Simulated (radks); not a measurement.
Task: Radial electron density D(r) = 4 pi r^2 rho(r) of an atom or ion with 55 electrons. All-electron calculation, scalar-relativistic Kohn-Sham, PBE, spin-polarised, spherical densities, point nucleus. Program: a radial shooting solver on a logarithmic mesh with Libxc functionals.

r (bohr)  D(r) (e/bohr)   spin D(r)
0.003015          16.20  0.00000333
0.003989          24.02  0.00000482
0.005278          34.33  0.00000662
0.006928          46.41  0.00000834
0.009167          59.55  0.00000924
0.01213           70.63  0.00000764
0.01605           76.14    8.00e-07
0.02106           74.44  -0.0000150
0.02787           68.68  -0.0000500
0.03688           67.96   -0.000132
0.04879           79.68   -0.000347
0.06405           96.09   -0.000848
0.08474           98.35    -0.00169
0.1121            81.70    -0.00134
0.1484            73.76     0.00764
0.1947            84.76      0.0444
0.2577            77.76       0.148
0.3409            44.15       0.354
0.4475            31.13       0.638
0.5921            36.63       0.887
0.7834            26.73       0.924
1.036             12.97       0.741
1.361             8.707       0.462
1.8               5.762       0.195
2.382             2.066      0.0500
3.151            0.3386     0.00807
4.137           0.02370    0.000952
5.473         0.0004714   0.0000507

What is the nuclear charge?

Result: Z = 58. The innermost maximum, from 1s, lies near gamma/Z bohr with gamma = sqrt(1 - (Z/c)^2) = 0.906, here 0.0156 bohr (found: 0.0171), and its height grows with Z. The density is that of the cerium ion Ce3+ in [Xe] 4f1; the configuration itself is not fixed sharply by these data, and Z only to a few units. D(r) has 4 maxima, at r = 0.0171, 0.0758, 0.214, 0.592 bohr, and minima at 0.0330, 0.141, 0.433 bohr, inside which lie 1.96, 11.20, 28.96 electrons.
